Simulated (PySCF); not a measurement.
# Electron correlation in Ge (germanium, neutral)

[Ar] 3d10 4s2 4p2, high-spin 3P determinant. Calculation: PySCF 2.14, in aug-cc-pVQZ-DK; the spin-free X2C one-electron Hamiltonian (Gaussian nucleus). Frozen: [Ar] 3d10; 4 electrons correlated.

```tsv
level	correlation energy (mhartree)
CCSD	-66.66
(T)	-2.07
CCSD(T)	-68.73
```

Diagnostics: T1 = 0.0094, D1 = 0.0244, largest double amplitude 0.063.

Cost of the coupled-cluster step: about 20 core-seconds, for 4 correlated electrons.
